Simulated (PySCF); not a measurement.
# Magnetisability: `C=C([S@](C)=O)[SH](=O)=O`, C3H6O3S2

Molfile (atoms numbered from 1):
```
C3H6O3S2
     RDKit          3D

 14 13  0  0  0  0  0  0  0  0999 V2000
   -0.8463   -1.1979    1.3918 C   0  0  0  0  0  0  0  0  0  0  0  0
   -0.5053   -0.5741    0.2868 C   0  0  0  0  0  0  0  0  0  0  0  0
    0.7780   -1.0091   -0.9180 S   0  0  0  0  0  4  0  0  0  0  0  0
    1.9748    0.2362   -0.2895 C   0  0  0  0  0  0  0  0  0  0  0  0
    0.2420   -0.4752   -2.1682 O   0  0  0  0  0  0  0  0  0  0  0  0
   -1.3965    0.8916   -0.2399 S   0  0  0  0  0  6  0  0  0  0  0  0
   -0.4989    2.0087   -0.1913 O   0  0  0  0  0  0  0  0  0  0  0  0
   -2.6281    0.9650    0.4876 O   0  0  0  0  0  0  0  0  0  0  0  0
   -0.3369   -2.0794    1.7478 H   0  0  0  0  0  0  0  0  0  0  0  0
   -1.6707   -0.8232    1.9797 H   0  0  0  0  0  0  0  0  0  0  0  0
    2.8077    0.2617   -0.9852 H   0  0  0  0  0  0  0  0  0  0  0  0
    1.4884    1.2060   -0.2493 H   0  0  0  0  0  0  0  0  0  0  0  0
    2.3103   -0.0819    0.6910 H   0  0  0  0  0  0  0  0  0  0  0  0
   -1.7192    0.6710   -1.5656 H   0  0  0  0  0  0  0  0  0  0  0  0
  1  2  2  0
  2  3  1  0
  3  4  1  1
  3  5  2  0
  2  6  1  0
  6  7  2  0
  6  8  2  0
  1  9  1  0
  1 10  1  0
  4 11  1  0
  4 12  1  0
  4 13  1  0
  6 14  1  0
M  END
```

Computed, not measured: PySCF, GIAO BHandHLYP/pcSseg-1 magnetisability, rotational g tensor and spin-rotation constants, non-relativistic, gas phase. Geometry: GFN2-xTB.

(1) What are the magnetisability and the molar susceptibility?

(2) Split it along the inertial axes a, b, c into diamagnetic and paramagnetic parts about the centre of mass, with the quadrupole moment.

(3) And the rotational g tensor?

Answers

(1) Isotropic -1171 × 10⁻³⁰ J/T², or -70.5 × 10⁻⁶ cm³/mol; principal values -1317, -1145, -1051 × 10⁻³⁰ J/T², anisotropy 234 × 10⁻³⁰ J/T² (root of half the summed squared differences of the principal values). The susceptibility is in cgs units.

(2) 
| axis | χ (10⁻⁶ cm³/mol) | diamagnetic (10⁻⁶ cm³/mol) | paramagnetic (10⁻⁶ cm³/mol) | summed x² of all electrons (Å²) | quadrupole Θ (D Å) |
| --- | --- | --- | --- | --- | --- |
| a | -63.6 | -612.3 | 548.7 | 194.0 | -7.40 |
| b | -68.8 | -1063.3 | 994.5 | 87.7 | +6.93 |
| c | -79.2 | -1195.1 | 1116.0 | 56.6 | +0.47 |

Anisotropies 2χaa − χbb − χcc = +20.7 and 2χbb − χaa − χcc = +5.2 × 10⁻⁶ cm³/mol. Θ is traceless in Buckingham's convention.

(3) 
| axis | rotational constant (GHz) | g | nuclear part | electronic part |
| --- | --- | --- | --- | --- |
| a | 2.4090 | -0.0488 | 0.5721 | -0.6209 |
| b | 1.2014 | -0.0262 | 0.5351 | -0.5613 |
| c | 1.0571 | -0.0160 | 0.5382 | -0.5542 |

Asymmetric top; isotopes 12C, 1H, 16O, 32S; no vibrational averaging.
